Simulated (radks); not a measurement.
Effect of the nuclear size on neutral calcium, [Ar] 4s2. All-electron calculation, Dirac Kohn-Sham, PBE, spin-unpolarised, spherical densities, finite nucleus; Fermi nuclear charge, rms radius 3.4776 fm. Program: a radial shooting solver on a logarithmic mesh with Libxc functionals. The rms radius is varied about that value; shifts are against it.

rms radius (fm) = 2.8551: total energy shift (eV) -0.00986; density at nucleus (e/bohr^3) 6197; 1s1/2 shift (meV) -4.15; 2s1/2 shift (meV) -0.327
rms radius (fm) = 3.2376: total energy shift (eV) -0.00403; density at nucleus (e/bohr^3) 6177; 1s1/2 shift (meV) -1.70; 2s1/2 shift (meV) -0.133
rms radius (fm) = 3.4776: total energy shift (eV) 0; density at nucleus (e/bohr^3) 6165; 1s1/2 shift (meV) 0.000; 2s1/2 shift (meV) 0.000
rms radius (fm) = 3.7141: total energy shift (eV) 0.00424; density at nucleus (e/bohr^3) 6155; 1s1/2 shift (meV) 1.79; 2s1/2 shift (meV) 0.141
rms radius (fm) = 3.9053: total energy shift (eV) 0.00787; density at nucleus (e/bohr^3) 6147; 1s1/2 shift (meV) 3.31; 2s1/2 shift (meV) 0.261

Slopes of the eigenvalues against <r^2> in GHz/fm^2, as finite differences over the two radii next to the reference (eigenvalue slopes, not the field-shift constants of lines): 1s1/2 254, 2s1/2 20.0.
